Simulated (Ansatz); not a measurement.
Ansatz (a program for electronic structure) job for C₂H₅OS, SMILES O=S([CH2])C, multiplicity 2, PBE-D3(BJ)/def2-SVP. 

Ansatz 0.2 input:
```yaml
crystal:
  periodic: [false, false, false]
  atoms:
    - {symbol: C, position_ang: [1.17143199, -0.52983648, 0.90904629]}
    - {symbol: S, position_ang: [0.15096072, -0.10004080, -0.41491596]}
    - {symbol: C, position_ang: [-1.49930764, -0.48103771, 0.37645940]}
    - {symbol: O, position_ang: [0.20439961, 1.34754428, -0.60093679]}
    - {symbol: H, position_ang: [1.29846703, -1.58378761, 1.07690206]}
    - {symbol: H, position_ang: [2.00707640, 0.11173465, 1.11980590]}
    - {symbol: H, position_ang: [-1.61542226, 0.15171717, 1.24808174]}
    - {symbol: H, position_ang: [-1.50570864, -1.52964973, 0.64548106]}
    - {symbol: H, position_ang: [-2.26772690, -0.26447076, -0.35715537]}
basis:
  gaussian:
    orbitals: def2-SVP
hamiltonian:
  xc: pbe
  dispersion: d3bj
magnetization: {spin_polarized: true, initial_magnetization: 1}
relax: {f_tol: 0.002, max_steps: 200}
```

Output:

```
WARN ansatz: RAYON_NUM_THREADS=1 ignored (pool sized by the plan → 1); use --threads N
Functional definition: PBE
integrals: 0.03 GiB planned
954 factors; their error is unknown
mean field: 0.25 GiB planned
mean field evaluation 1: about -15002.9629 eV, gradient 5.8e1 eV
mean field evaluation 2: about -14965.8793 eV, gradient 1.1e2 eV
mean field evaluation 4: about -15015.1598 eV, gradient 2.6e1 eV
mean field evaluation 8: about -15018.2751 eV, gradient 1.7e-1 eV
mean field evaluation 16: about -15018.2309 eV, gradient 4.4e-4 eV
mean field -15018.23094180 eV, -551.9098073888 hartree, gradient 3.4e-5 eV, S^2 0.753887; 1 other end points of the search recorded, 0 dependent functions left out
the calculation of the forces begins
reference -15018.23096929 eV, -551.9098083990 hartree; 21, 20 occupied and 64, 65 virtual orbitals, 954 factors
relax step   1: F+E_penalty+E_count = -15018.41188159 eV  Δ(F+E_penalty+E_count) = +0.000e0 eV  max|allowed force component| = 2.956e0 eV/Å  Δτ_max = 0.0000 Å  (44 SCF iters, accepted)
these checks for a lower state are left out or cut short: starts, cluster_reference, orbital_swaps, neighbouring_geometries, increment
integrals: 0.03 GiB planned
954 factors; their error is unknown
mean field: 0.25 GiB planned
mean field -15018.37408108 eV, -551.9150676600 hartree, gradient 6.8e-6 eV, S^2 0.753976; 0 other end points of the search recorded, 0 dependent functions left out
the calculation of the forces begins
reference -15018.37410900 eV, -551.9150686861 hartree; 21, 20 occupied and 64, 65 virtual orbitals, 954 factors
relax step   2: F+E_penalty+E_count = -15018.55335679 eV  Δ(F+E_penalty+E_count) = -1.415e-1 eV  max|allowed force component| = 1.420e0 eV/Å  Δτ_max = 0.0460 Å  (34 SCF iters, accepted)
these checks for a lower state are left out or cut short: starts, cluster_reference, orbital_swaps, neighbouring_geometries, increment
integrals: 0.03 GiB planned
954 factors; their error is unknown
mean field: 0.25 GiB planned
mean field evaluation 32: about -15018.4319 eV, gradient 1.5e0 eV
mean field -15018.40045700 eV, -551.9160369575 hartree, gradient 1.7e-5 eV, S^2 0.753963; 0 other end points of the search recorded, 0 dependent functions left out
the calculation of the forces begins
reference -15018.40048498 eV, -551.9160379854 hartree; 21, 20 occupied and 64, 65 virtual orbitals, 954 factors
relax step   3: F+E_penalty+E_count = -15018.57964755 eV  Δ(F+E_penalty+E_count) = -2.629e-2 eV  max|allowed force component| = 2.500e-1 eV/Å  Δτ_max = 0.0299 Å  (33 SCF iters, accepted)
these checks for a lower state are left out or cut short: starts, cluster_reference, orbital_swaps, neighbouring_geometries, increment
integrals: 0.03 GiB planned
954 factors; their error is unknown
mean field: 0.25 GiB planned
mean field -15018.40248199 eV, -551.9161113741 hartree, gradient 1.4e-5 eV, S^2 0.753948; 0 other end points of the search recorded, 0 dependent functions left out
the calculation of the forces begins
reference -15018.40250999 eV, -551.9161124035 hartree; 21, 20 occupied and 64, 65 virtual orbitals, 954 factors
relax step   4: F+E_penalty+E_count = -15018.58151769 eV  Δ(F+E_penalty+E_count) = -1.870e-3 eV  max|allowed force component| = 5.473e-2 eV/Å  Δτ_max = 0.0250 Å  (32 SCF iters, accepted)
these checks for a lower state are left out or cut short: starts, cluster_reference, orbital_swaps, neighbouring_geometries, increment
integrals: 0.03 GiB planned
954 factors; their error is unknown
mean field: 0.25 GiB planned
mean field -15018.40196702 eV, -551.9160924494 hartree, gradient 1.8e-5 eV, S^2 0.753925; 0 other end points of the search recorded, 0 dependent functions left out
the calculation of the forces begins
reference -15018.40199496 eV, -551.9160934762 hartree; 21, 20 occupied and 64, 65 virtual orbitals, 954 factors
relax step   5: F+E_penalty+E_count = -15018.58118870 eV  Δ(F+E_penalty+E_count) = +3.290e-4 eV  max|allowed force component| = 1.460e-1 eV/Å  Δτ_max = 0.0804 Å  (33 SCF iters, rejected (line search))
these checks for a lower state are left out or cut short: starts, cluster_reference, orbital_swaps, neighbouring_geometries, increment
integrals: 0.03 GiB planned
954 factors; their error is unknown
mean field: 0.25 GiB planned
mean field -15018.40300468 eV, -551.9161305829 hartree, gradient 1.7e-5 eV, S^2 0.753901; 0 other end points of the search recorded, 0 dependent functions left out
the calculation of the forces begins
reference -15018.40303268 eV, -551.9161316118 hartree; 21, 20 occupied and 64, 65 virtual orbitals, 954 factors
relax step   6: F+E_penalty+E_count = -15018.58214352 eV  Δ(F+E_penalty+E_count) = -6.258e-4 eV  max|allowed force component| = 3.877e-2 eV/Å  Δτ_max = 0.0402 Å  (32 SCF iters, accepted)
these checks for a lower state are left out or cut short: starts, cluster_reference, orbital_swaps, neighbouring_geometries, increment
integrals: 0.03 GiB planned
954 factors; their error is unknown
mean field: 0.25 GiB planned
mean field evaluation 64: about -15018.4032 eV, gradient 2.7e-4 eV
mean field -15018.40324669 eV, -551.9161394765 hartree, gradient 1.6e-5 eV, S^2 0.753900; 0 other end points of the search recorded, 0 dependent functions left out
the calculation of the forces begins
reference -15018.40327464 eV, -551.9161405036 hartree; 21, 20 occupied and 64, 65 virtual orbitals, 954 factors
relax step   7: F+E_penalty+E_count = -15018.58254404 eV  Δ(F+E_penalty+E_count) = -4.005e-4 eV  max|allowed force component| = 1.174e-2 eV/Å  Δτ_max = 0.0202 Å  (33 SCF iters, accepted)
these checks for a lower state are left out or cut short: starts, cluster_reference, orbital_swaps, neighbouring_geometries, increment
integrals: 0.03 GiB planned
954 factors; their error is unknown
mean field: 0.25 GiB planned
mean field -15018.40329525 eV, -551.9161412611 hartree, gradient 1.5e-5 eV, S^2 0.753904; 0 other end points of the search recorded, 0 dependent functions left out
the calculation of the forces begins
reference -15018.40332320 eV, -551.9161422881 hartree; 21, 20 occupied and 64, 65 virtual orbitals, 954 factors
relax step   8: F+E_penalty+E_count = -15018.58258767 eV  Δ(F+E_penalty+E_count) = -4.363e-5 eV  max|allowed force component| = 1.009e-2 eV/Å  Δτ_max = 0.0044 Å  (27 SCF iters, accepted)
these checks for a lower state are left out or cut short: starts, cluster_reference, orbital_swaps, neighbouring_geometries, increment
integrals: 0.03 GiB planned
954 factors; their error is unknown
mean field: 0.25 GiB planned
mean field -15018.40312363 eV, -551.9161349543 hartree, gradient 8.4e-6 eV, S^2 0.753903; 0 other end points of the search recorded, 0 dependent functions left out
the calculation of the forces begins
reference -15018.40315158 eV, -551.9161359814 hartree; 21, 20 occupied and 64, 65 virtual orbitals, 954 factors
relax step   9: F+E_penalty+E_count = -15018.58242384 eV  Δ(F+E_penalty+E_count) = +1.638e-4 eV  max|allowed force component| = 5.065e-2 eV/Å  Δτ_max = 0.0054 Å  (35 SCF iters, rejected (line search))
these checks for a lower state are left out or cut short: starts, cluster_reference, orbital_swaps, neighbouring_geometries, increment
integrals: 0.03 GiB planned
954 factors; their error is unknown
mean field: 0.25 GiB planned
mean field -15018.40329536 eV, -551.9161412650 hartree, gradient 1.5e-5 eV, S^2 0.753903; 0 other end points of the search recorded, 0 dependent functions left out
the calculation of the forces begins
reference -15018.40332330 eV, -551.9161422919 hartree; 21, 20 occupied and 64, 65 virtual orbitals, 954 factors
relax step  10: F+E_penalty+E_count = -15018.58260422 eV  Δ(F+E_penalty+E_count) = -1.655e-5 eV  max|allowed force component| = 3.146e-3 eV/Å  Δτ_max = 0.0027 Å  (27 SCF iters, accepted)
these checks for a lower state are left out or cut short: starts, cluster_reference, orbital_swaps, neighbouring_geometries, increment
integrals: 0.03 GiB planned
954 factors; their error is unknown
mean field: 0.25 GiB planned
mean field -15018.40330173 eV, -551.9161414991 hartree, gradient 1.2e-5 eV, S^2 0.753903; 0 other end points of the search recorded, 0 dependent functions left out
the calculation of the forces begins
reference -15018.40332967 eV, -551.9161425259 hartree; 21, 20 occupied and 64, 65 virtual orbitals, 954 factors
relax step  11: F+E_penalty+E_count = -15018.58260614 eV  Δ(F+E_penalty+E_count) = -1.923e-6 eV  max|allowed force component| = 2.830e-3 eV/Å  Δτ_max = 0.0024 Å  (27 SCF iters, accepted)
these checks for a lower state are left out or cut short: starts, cluster_reference, orbital_swaps, neighbouring_geometries, increment
integrals: 0.03 GiB planned
954 factors; their error is unknown
mean field: 0.25 GiB planned
mean field -15018.40328990 eV, -551.9161410643 hartree, gradient 3.2e-5 eV, S^2 0.753902; 0 other end points of the search recorded, 0 dependent functions left out
the calculation of the forces begins
reference -15018.40331784 eV, -551.9161420911 hartree; 21, 20 occupied and 64, 65 virtual orbitals, 954 factors
relax step  12: F+E_penalty+E_count = -15018.58260646 eV  Δ(F+E_penalty+E_count) = -3.171e-7 eV  max|allowed force component| = 1.026e-3 eV/Å  Δτ_max = 0.0004 Å  (23 SCF iters, accepted)
integrals: 0.03 GiB planned
954 factors; their error is unknown
mean field: 0.25 GiB planned
mean field evaluation 96: about -15018.4500 eV, gradient 8.7e-2 eV
mean field -15018.40328990 eV, -551.9161410643 hartree, gradient 3.2e-5 eV, S^2 0.753902; 2 other end points of the search recorded, 0 dependent functions left out
the calculation of the forces begins
reference -15018.40331784 eV, -551.9161420911 hartree; 21, 20 occupied and 64, 65 virtual orbitals, 954 factors
Total energy: -15018.58263440 eV, -551.9227318531 hartree
Atom 0 at     1.195079    -0.533241     0.931361 Å, force     0.001026     0.000288     0.000166 eV/Å
Atom 1 at     0.141942    -0.059802    -0.371102 Å, force    -0.000879    -0.000067     0.000470 eV/Å
Atom 2 at    -1.497535    -0.496043     0.374397 Å, force    -0.000937    -0.000227    -0.000744 eV/Å
Atom 3 at     0.162262     1.431165    -0.617655 Å, force     0.000502     0.000039     0.000041 eV/Å
Atom 4 at     1.243252    -1.612669     1.153524 Å, force    -0.000073    -0.000302     0.000072 eV/Å
Atom 5 at     2.101306     0.084504     1.034078 Å, force     0.000463     0.000311     0.000110 eV/Å
Atom 6 at    -1.639987     0.152472     1.258359 Å, force     0.000398    -0.000047    -0.000361 eV/Å
Atom 7 at    -1.512896    -1.568733     0.646039 Å, force     0.000005     0.000023    -0.000030 eV/Å
Atom 8 at    -2.249253    -0.275480    -0.406233 Å, force    -0.000505    -0.000017     0.000275 eV/Å
Dipole moment:    -0.163785    -0.629440     0.211653 e Å
```

The calculation finished and met its thresholds.
